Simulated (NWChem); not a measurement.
MnHSBr, sextet; SMILES [SH][Mn][Br]

```xyz
4

Mn    -0.0347     0.4174     0.0000
Br     0.2141    -1.9099     0.0000
S     -0.3053     2.6783     0.0000
H     -1.6554     2.5851     0.0000
```
Atoms are numbered in this order, from 1.

Level: PBE0/def2-SVP, spin-unrestricted (NWChem), optimised geometry, unscaled harmonic frequencies. In the optimisation the excess spin sits in a' and a" (Cs, its own frame). This build's default masses of Se (78.918 u) and Br (79.917 u) are each other's, which moves their modes by up to 0.6 %. This spin state was assumed; another may lie lower.

```csv
frequency (cm⁻¹),IR intensity (km/mol)
61,18.0
65,23.2
249,4.2
423,98.5
518,14.6
2699,1.3
```

```json
{
  "zero_point_energy": "5.7 kcal/mol",
  "thermal correction to the enthalpy at 298.15 K (with zero-point energy)": "9.7 kcal/mol",
  "heat capacity Cv": "14.3 cal/(mol K)",
  "entropy at 298.15 K and 1 atm (symmetry number 1, electronic part: spin degeneracy alone)": "81.4 cal/(mol K)",
  "dipole_moment": "0.98 D"
}
```

Rigid rotor and harmonic oscillator; modes under 100 cm⁻¹ make the entropy uncertain.
